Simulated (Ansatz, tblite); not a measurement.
Cost and result up the ladder for the cluster Be₂Se₂ (4 atoms). Total charge 0; singlet. Geometry: r2SCAN-D4/def2-TZVP.

Cartesian coordinates in Å:
```
Be -0.231 0.314 0.923
Be 0.231 -0.314 -0.923
Se 0.239 1.707 -0.522
Se -0.239 -1.707 0.522
```

Ansatz on 4 threads of Arm Neoverse V2 on a shared host; xTB runs through tblite on one thread. Times are rough, summed over both states, and most runs start from the orbitals of an earlier one. PBE0-D4/def2-TZVP serves as the yardstick here, not as an exact answer. The other state is a doublet.

The xTB rows come from tblite. Correlated methods freeze 18 core orbitals; core or outer-core shells of Se are correlated, in sets that lack core-valence functions. The structure comes from a short search, and lower isomers may exist.

Correlated methods converge slowly with the basis.

Raw xTB energies of ions are shifted by several eV.

```
                          level  functions  wall time
                       GFN1-xTB         26    0.004 s
                       GFN2-xTB         26    0.006 s
               PBE-D4/def2-TZVP        134      2.7 s
PBE0-D4/def2-TZVP (with forces)        134      4.6 s
            r2SCAN-D4/def2-TZVP        134      6.2 s
             CCSD(T)/def2-TZVPP        134       13 s
```

Question: Estimate what each level gives for the vertical IE (eV).

Answer: 
```tsv
level	vertical IE (eV)	difference from PBE0-D4/def2-TZVP (eV)	remarks
GFN1-xTB	12.32	3.79	–
GFN2-xTB	13.62	5.09	–
PBE-D4/def2-TZVP	8.38	-0.15	–
PBE0-D4/def2-TZVP (with forces)	8.53	0.00	–
r2SCAN-D4/def2-TZVP	8.49	-0.04	–
CCSD(T)/def2-TZVPP	8.60	0.07	spin-contaminated (⟨S²⟩ 0.89) (+1 doublet)
```
